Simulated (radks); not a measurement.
Problem. The mean radii <r> (bohr) of the occupied orbitals of an atom or ion are listed with their occupations. Calculated with a radial shooting solver on a logarithmic mesh with Libxc functionals: non-relativistic Kohn-Sham, LB94 model potential, spin-unpolarised, spherical densities, point nucleus.

| orbital | occ. | <r> |
|---|---|---|
| 1s | 2 | 0.03167 |
| 2s | 2 | 0.1371 |
| 2p | 6 | 0.1169 |
| 3s | 2 | 0.3710 |
| 3p | 6 | 0.3622 |
| 3d | 10 | 0.3334 |
| 4s | 2 | 0.9100 |
| 4p | 6 | 0.9747 |
| 4d | 10 | 1.262 |
| 5s | 2 | 2.810 |

Name the element and its charge.

Solution. Z = 48, cadmium, charge 0: Cd in [Kr] 4d10 5s2. The 1s radius gives Z: for a bare nucleus <r> = 1.5/Z, 0.03125 bohr for Z = 48, and screening makes it slightly larger (0.03167 here). The occupations add up to 48, and the charge is Z minus that.
